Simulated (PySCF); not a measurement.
H2O4S. Atoms are numbered in the order given.

```xyz
7

O     -0.6866    -1.0555     0.8622
S      0.0000     0.0000    -0.1690
O      1.1043    -0.6556    -0.8358
O     -1.1043     0.6556    -0.8358
O      0.6866     1.0555     0.8622
H      0.0031    -1.6878     1.1411
H     -0.0031     1.6878     1.1411
```
Charge 0, spin multiplicity 1.

Geometry optimised at TPSSh-D3(BJ)/def2-SVP. The values are those of a single conformer.

Calculation: TDA-PBE0/def2-SVPD (PySCF 2.14.0).

Vertical excitations. The molecule is in vacuum. State labels are in the subgroup C2.

Computed UV-visible absorptions:
```
state  symmetry  energy (eV)  λ (nm)      f                                                                   main pairs
-----  --------  -----------  ------  -----  ---------------------------------------------------------------------------
S1            B         7.78     159  0.005                                                               HOMO→LUMO 95 %
S2            B         8.02     155  0.002                                                             HOMO−1→LUMO 95 %
S3            A         8.15     152  0.001                                                             HOMO−2→LUMO 95 %
S4            A         8.84     140  0.002                                           HOMO→LUMO+1 72 %, HOMO→LUMO+3 17 %
S5            A         9.11     136  0.000                                         HOMO−1→LUMO+1 67 %, HOMO−3→LUMO 19 %
S6            A         9.24     134  0.056                                           HOMO−3→LUMO 58 %, HOMO→LUMO+3 17 %
S7            B         9.28     134  0.010    HOMO−2→LUMO+1 33 %, HOMO→LUMO+4 29 %, HOMO→LUMO+2 13 %, HOMO−1→LUMO+2 9 %
S8            B         9.35     133  0.109                                                             HOMO−4→LUMO 85 %
S9            B         9.42     132  0.005  HOMO−2→LUMO+1 31 %, HOMO→LUMO+2 30 %, HOMO−1→LUMO+4 15 %, HOMO−2→LUMO+3 6 %
S10           A         9.44     131  0.034     HOMO→LUMO+3 40 %, HOMO→LUMO+1 16 %, HOMO−1→LUMO+1 14 %, HOMO−3→LUMO 12 %
T1            B         7.40     168      0                                             HOMO→LUMO 73 %, HOMO−1→LUMO 13 %
T2            B         7.60     163      0                                             HOMO−1→LUMO 71 %, HOMO→LUMO 13 %
T3            A         7.80     159      0                                                             HOMO−2→LUMO 84 %
T4            A         8.39     148      0     HOMO→LUMO+1 28 %, HOMO→LUMO+3 14 %, HOMO−1→LUMO+1 14 %, HOMO−3→LUMO 13 %
```
Triplets are in the Tamm–Dancoff approximation.
